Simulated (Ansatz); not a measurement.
Ideal-gas functions of C$_{2}$H$_{4}$OSi, SMILES `O[SiH]1C=C1` at 500 K and 1 bar, from an Ansatz frequency run at PBE0-D4/def2-TZVP.

Molar mass 72.14 g/mol, point group Cs (symmetry number 1), electronic degeneracy 1, moments of inertia 29.058, 111.974, 112.815 u Å². Harmonic wavenumbers (cm⁻¹, unscaled): 251, 287, 347, 644, 661, 727, 745, 817, 906, 927, 984, 1018, 1175, 1512, 2291, 3175, 3196, 3913.

Use S(trans) = R[1.5 ln M + 2.5 ln T − 1.1517]; rotational temperatures θ = 24.2544 K / I; S(rot) = R[ln(√π/σ · √(T³/θAθBθC)) + 1.5]; for each mode x = 1.438777 ν̃/T, S = R[x/(eˣ − 1) − ln(1 − e⁻ˣ)] and H = RT x/(eˣ − 1); 1 cm⁻¹ = 0.0119627 kJ/mol; R = 8.31446 J/(mol·K).

Question: By hand: the entropy, in J/(mol·K).

Answer: Translation 173.0. Rotation: θ = 0.8347, 0.2166, 0.215 K, giving 108.2. Vibration, mode by mode: 11.20, 10.14, 8.66, 4.28, 4.12, 3.54, 3.40, 2.89, 2.36, 2.25, 1.98, 1.83, 1.28, 0.58, 0.09, 0.01, 0.01, 0.00, in all 58.6. Electronic 0.0. Sum 339.8 J/(mol·K).

Question: By hand: H − E and G − E in kJ/mol, counted from the electronic energy.

Answer: Zero-point energy ½ × 23576 × 0.0119627 = 141.0; thermal vibration 18.1; translation, rotation and pV give 4 RT = 16.6. H − E = 175.7 kJ/mol, and G − E = 175.7 − 500 × 339.8/1000 = 5.8 kJ/mol.

Vibration gives 17 % of the entropy. The sum counts one conformer and one mirror image; others add a mixing term.
